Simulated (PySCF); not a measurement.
C4H5FO.

```xyz
11

F      0.0126    -2.1157     0.0000
C     -0.0369    -0.7748     0.0000
C     -1.1403    -0.0006     0.0000
O     -0.8704     1.3410     0.0000
C      0.5785     1.4876     0.0000
C      1.2073     0.0696     0.0000
H     -2.1998    -0.2842     0.0000
H      0.8575     2.0766     0.8978
H      0.8575     2.0766    -0.8978
H      1.8416    -0.1230     0.8931
H      1.8416    -0.1230    -0.8931
```
Charge 0, spin multiplicity 1.

Coordinates come from a PBE-D3(BJ)/def2-SVP optimisation. The geometry has at least one imaginary mode, so it is a saddle point at that level. The values are those of a single conformer.

Calculation: PBE/pcSseg-1 run with PySCF. Non-relativistic, no solvent.

**Question.** Give the absolute GIAO shielding of each atom: isotropic value and principal components (ppm). (Estimate from the structure and the level; the computed values follow.)

**Answer.** 
```csv
atom,σ(iso),σ11,σ22,σ33,span
F1,339.6,268.0,314.2,436.5,168.5
C2,24.5,-53.8,44.9,82.5,136.3
C3,46.1,-22.9,63.6,97.5,120.3
O4,240.4,205.1,223.2,292.7,87.6
C5,104.8,64.6,89.2,160.7,96.1
C6,145.4,124.9,150.3,161.0,36.1
H7,24.9,23.8,24.4,26.4,2.6
H8,26.5,22.5,26.2,30.8,8.3
H9,26.5,22.5,26.2,30.8,8.3
H10,28.0,25.0,25.8,33.1,8.1
H11,28.0,25.0,25.8,33.1,8.1
```
